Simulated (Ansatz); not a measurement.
## Nudged elastic band run: C$_{2}$H$_{11}$AlBNSi

The input (input.yaml):

```yaml
crystal:
  periodic: [false, false, false]
  atoms:
    - { symbol: B, position_ang: [-1.971174, -1.996929, -0.19718] }
    - { symbol: Al, position_ang: [-0.153465, -0.885557, -0.127107] }
    - { symbol: Si, position_ang: [2.095914, -1.87474, -0.342298] }
    - { symbol: "N", position_ang: [-0.241954, 0.892565, 0.124724] }
    - { symbol: C, position_ang: [0.895613, 1.793732, 0.232988] }
    - { symbol: C, position_ang: [-1.505305, 1.603279, 0.263489] }
    - { symbol: H, position_ang: [-2.650919, -2.08298, -1.182691] }
    - { symbol: H, position_ang: [-2.383429, -2.622998, 0.740119] }
    - { symbol: H, position_ang: [2.532049, -2.54204, 0.923044] }
    - { symbol: H, position_ang: [3.159526, -0.880739, -0.680648] }
    - { symbol: H, position_ang: [2.147247, -2.927659, -1.401938] }
    - { symbol: H, position_ang: [0.918959, 2.298202, 1.212568] }
    - { symbol: H, position_ang: [1.836191, 1.249165, 0.111233] }
    - { symbol: H, position_ang: [0.857713, 2.580425, -0.537968] }
    - { symbol: H, position_ang: [-1.589237, 2.096132, 1.245599] }
    - { symbol: H, position_ang: [-2.352204, 0.914873, 0.161992] }
    - { symbol: H, position_ang: [-1.614526, 2.384769, -0.505726] }
basis:
  gaussian: { orbitals: "6-31G*" }
hamiltonian:
  xc: b3lyp
  dispersion: d4
neb:
  order_check: false
  images: 2
  f_tol: 0.03
  max_iterations: 60
  initial_path: idpp
  climbing: false
  final_atoms:
    - { symbol: B, position_ang: [-1.966694, -1.99740912, -0.16604548] }
    - { symbol: Al, position_ang: [-0.14852542, -0.88482248, -0.11795917] }
    - { symbol: Si, position_ang: [2.09842467, -1.87883233, -0.34129714] }
    - { symbol: "N", position_ang: [-0.24122055, 0.89497334, 0.1192823] }
    - { symbol: C, position_ang: [0.89309624, 1.80105037, 0.21969643] }
    - { symbol: C, position_ang: [-1.50708992, 1.60212675, 0.25390396] }
    - { symbol: H, position_ang: [-2.36266787, -2.63068822, 0.77313387] }
    - { symbol: H, position_ang: [-2.66365989, -2.07536493, -1.14010527] }
    - { symbol: H, position_ang: [2.48090139, -2.66226403, 0.87371369] }
    - { symbol: H, position_ang: [3.18619736, -0.87659609, -0.55525605] }
    - { symbol: H, position_ang: [2.17319173, -2.83570055, -1.48744036] }
    - { symbol: H, position_ang: [0.91413417, 2.31479297, 1.19451414] }
    - { symbol: H, position_ang: [1.83552422, 1.25851425, 0.103878] }
    - { symbol: H, position_ang: [0.85277811, 2.58031063, -0.55859401] }
    - { symbol: H, position_ang: [-1.59411846, 2.09880682, 1.23381069] }
    - { symbol: H, position_ang: [-2.3516092, 0.91056301, 0.15370271] }
    - { symbol: H, position_ang: [-1.61766359, 2.3800396, -0.5187383] }
```

Run as:

```bash
$ ansatz run input.yaml --threads 2 --pin off --max-ram 3072MiB --backend cpu --events-out ev --progress --plain --runs-dir out
```

Output, in part (warnings, iteration lines, the closing report on the highest movable image, with atoms numbered from 0):

```
NEB end point (image 0): max|allowed force component| = 8.553e-3 eV/Å (the criterion of neb.relax_end_points is 1.000e-2)
NEB end point (image 3): max|allowed force component| = 8.131e-3 eV/Å (the criterion of neb.relax_end_points is 1.000e-2)
NEB iter   1: max|band force component| = 9.114e-1 eV/Å  barrier→ = 0.1793 eV  barrier← = 0.1790 eV  Δτ_max = 0.1866 Å  (112 SCF iters)
NEB iter   2: max|band force component| = 3.485e-1 eV/Å  barrier→ = 0.0523 eV  barrier← = 0.0520 eV  Δτ_max = 0.0860 Å  (59 SCF iters)
NEB iter   3: max|band force component| = 1.451e-1 eV/Å  barrier→ = 0.0283 eV  barrier← = 0.0280 eV  Δτ_max = 0.0352 Å  (58 SCF iters)
NEB iter   4: max|band force component| = 5.640e-2 eV/Å  barrier→ = 0.0218 eV  barrier← = 0.0215 eV  Δτ_max = 0.0854 Å  (54 SCF iters)
NEB iter   5: max|band force component| = 6.072e-2 eV/Å  barrier→ = 0.0174 eV  barrier← = 0.0170 eV  Δτ_max = 0.0428 Å  (53 SCF iters)
NEB iter   6: max|band force component| = 3.335e-2 eV/Å  barrier→ = 0.0162 eV  barrier← = 0.0158 eV  Δτ_max = 0.0346 Å  (55 SCF iters)
NEB iter   7: max|band force component| = 2.366e-2 eV/Å  barrier→ = 0.0156 eV  barrier← = 0.0152 eV  Δτ_max = 0.0000 Å  (107 SCF iters)
Total energy: -18894.48763423 eV, -694.3596134143 hartree
Atom 0 at    -1.956946    -2.026968    -0.105438 Å, force    -0.012408     0.000273    -0.003429 eV/Å
Atom 1 at    -0.150035    -0.881217    -0.200512 Å, force    -0.007323    -0.003444     0.005065 eV/Å
Atom 2 at     2.066586    -1.761804    -0.815718 Å, force    -0.004177    -0.009134     0.000098 eV/Å
Atom 3 at    -0.242924     0.863863     0.240125 Å, force     0.019144    -0.001089    -0.004965 eV/Å
Atom 4 at     0.889248     1.778323     0.278978 Å, force    -0.002601    -0.000368     0.001409 eV/Å
Atom 5 at    -1.480895     1.530304     0.621527 Å, force    -0.007610     0.000365     0.002729 eV/Å
Atom 6 at    -1.957331    -3.224736    -0.043935 Å, force     0.003881     0.002230     0.009880 eV/Å
Atom 7 at    -3.049904    -1.530866    -0.115665 Å, force     0.003551    -0.001798    -0.007681 eV/Å
Atom 8 at     2.630338    -2.621906     0.271241 Å, force     0.003174     0.003168    -0.001699 eV/Å
Atom 9 at     3.104012    -0.726413    -1.107397 Å, force    -0.003110     0.007330     0.000102 eV/Å
Atom 10 at     1.991412    -2.635970    -2.026599 Å, force     0.005079     0.002069    -0.002362 eV/Å
Atom 11 at     1.041258     2.186606     1.290996 Å, force     0.000258    -0.001003    -0.001208 eV/Å
Atom 12 at     1.809457     1.271678    -0.024551 Å, force    -0.000902    -0.000008     0.000486 eV/Å
Atom 13 at     0.732163     2.634141    -0.397089 Å, force     0.000759    -0.001777     0.000927 eV/Å
Atom 14 at    -1.425774     1.923722     1.649150 Å, force     0.000961     0.000891     0.001765 eV/Å
Atom 15 at    -2.325630     0.837889     0.567984 Å, force    -0.000408     0.000693    -0.000957 eV/Å
Atom 16 at    -1.694036     2.382853    -0.042896 Å, force     0.001731     0.001600    -0.000161 eV/Å
Dipole moment:    -0.226519     0.313052     0.113174 e Å
```

The run converged. No image climbed, so the highest image needn't sit at the top of the path. So few images can step over the top or miss a turn of the path.

Final band (atoms are numbered from 1 in the order of the input):

```json
{"image": "0", "path coordinate (Å)": "0.00", "energy (kcal/mol)": "0.0", "dihedral H8–B1–Al2–Si3 (°)": "79"}
{"image": "1", "path coordinate (Å)": "1.43", "energy (kcal/mol)": "0.2", "dihedral H8–B1–Al2–Si3 (°)": "140"}
{"image": "2", "path coordinate (Å)": "2.86", "energy (kcal/mol)": "0.4", "dihedral H8–B1–Al2–Si3 (°)": "-162"}
{"image": "3", "path coordinate (Å)": "4.29", "energy (kcal/mol)": "0.0", "dihedral H8–B1–Al2–Si3 (°)": "-100"}
```

The run took 87 s on 2 threads of Arm Neoverse V1, with other jobs on the host, peak memory 0.32 GiB.
